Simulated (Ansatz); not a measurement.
CH5GeSe (`[CH3][GeH][SeH]`) radical, relaxed with UKS PBE0-D4/def2-TZVP in the Gaussian-basis code of Ansatz from a PBE-D4/def2-SVP geometry. The force threshold is 0.005 eV/Å; the program also tests the step.

Charge 0, multiplicity 2.

Start:

```xyz
8

C    -0.386   -0.221    1.068
Ge   -0.678    0.126   -0.871
Se    1.418    0.321   -2.000
H     0.221    0.602    1.496
H     0.141   -1.184    1.210
H    -1.367   -0.264    1.581
H    -1.283    1.565   -1.068
H     1.934   -0.945   -1.415
```

| step | energy (eV) | largest force (eV/Å) | largest move (Å) |
| --- | --- | --- | --- |
| 1 | -122970.6426 | 0.509 | 0.000 |
| 2 | -122970.6706 | 0.148 | 0.030 |
| 3 | -122970.6722 | 0.042 | 0.031 |
| 4 | -122970.6732 | 0.012 | 0.016 |
| 5 | -122970.6732 | 0.005 | 0.001 |

End:

```xyz
8

C    -0.381   -0.217    1.058
Ge   -0.659    0.143   -0.856
Se    1.412    0.313   -1.978
H     0.222    0.585    1.487
H     0.134   -1.168    1.191
H    -1.346   -0.259    1.565
H    -1.296    1.544   -1.067
H     1.913   -0.941   -1.400
```

Hardware: 4 threads of an Arm Neoverse V1 on a shared host. Wall time 26 s, peak host memory 0.59 GiB.
